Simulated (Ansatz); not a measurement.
System: TiO$_{2}$ (charge -1, doublet). The spin state was set by rule; other spins were not relaxed. 
Coordinates optimised at B3LYP-D3(BJ)/def2-TZVP (Ansatz, a first-principles code):
```
Ti
O 1 1.6767
O 1 1.6767 2 114.01
```
Charge -1, spin multiplicity 2.

Basis-set convergence of Hartree-Fock and CCSD(T) correlation energies (hartree) with Ansatz. Correlated levels leave the core frozen unless marked. Open shells are spin-unrestricted. Spin-orbit coupling is left out. The frozen core is the preceding noble-gas configuration, with the filled d and f shells of earlier blocks. No relativistic terms.

```json
[
 {"basis": "def2-SVPD", "functions": "80", "E(HF)": "-997.94296", "E(corr, CCSD(T))": "-0.58704"},
 {"basis": "def2-TZVPPD", "functions": "147", "E(HF)": "(withheld)", "E(corr, CCSD(T))": "(withheld)"}
]
```

Problem. What belongs in the gaps?

Solution. 
- def2-TZVPPD, E(HF): -998.23267
- def2-TZVPPD, E(corr, CCSD(T)): -0.68664
